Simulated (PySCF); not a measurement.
## Correlation energy of Ar²⁺ (argon, charge +2)

[Ne] 3s1 3p5, high-spin 3P determinant (an excited configuration). Computed with PySCF 2.14 in def2-TZVPPD (6s6p4d1f, 51 functions), with no relativity, point nucleus. Frozen: [Ne]; 6 electrons correlated.

| level | correlation energy (mhartree) |
| --- | --- |
| CCSD | -258.39 |
| (T) | -17.76 |
| CCSD(T) | -276.15 |

Diagnostics: T1 = 0.013, D1 = 0.0255, largest double amplitude 0.183.

A double-excitation amplitude exceeds 0.15, a sign of near-degeneracy.

Cost of the coupled-cluster step: roughly 2.1 core-seconds, for 6 correlated electrons.
